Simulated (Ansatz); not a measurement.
Compare A (`CSC1O[SiH2]1`) with its isomer B (`COC([SiH3])=S`).

Isolated molecules relaxed with PBE0-D4/def2-TZVP in Ansatz; ΔE leaves out vibrations. CBS: MP2 limit from def2 TZ/QZ plus the TZ coupled-cluster correction, frozen cores. DFT in def2-TZVPP. B3LYP here is the variant with VWN-RPA as its local correlation; programs differ in this. One conformer a species, not always the lowest.

Q: Which is lower in electronic energy at CCSD(T)/CBS, and by how much? (Best estimate.)

A: Ansatz gave: A, by 52.7 kJ/mol.

Q: Give E(B) − E(A) in kJ/mol with CCSD(T)/def2-TZVPP, B3LYP, BLYP-D4, PBE0-D4, HF/def2-TZVPP, B2PLYP, r2SCAN-D4. (Best estimate.)

A: Ansatz gave: CCSD(T)/def2-TZVPP 44.8, B3LYP 38.3, BLYP-D4 29.2, PBE0-D4 52.4, HF/def2-TZVPP 36.5, B2PLYP 43.0, r2SCAN-D4 48.4. None reverses the order clearly.

Q: Does the order hold for the free energy at 298.15 K (harmonic terms from PBE0-D4)? (An estimate is asked.)

A: The calculation gave: Yes: G(B) − G(A) = +44.9 kJ/mol, for one conformer each. Modes under 60 cm⁻¹, often nearly free rotors, make the harmonic entropy too high.

Largest T1 diagnostic: 0.017.

At CCSD(T), def2-SVP lies −44.9 kJ/mol from the extrapolated value and def2-TZVPP −7.9 kJ/mol. In def2-TZVPP, CCSD(T) changes the Hartree–Fock value by +8.3 kJ/mol (the triples alone add −4.4 kJ/mol) and MP2 by +20.1 kJ/mol.
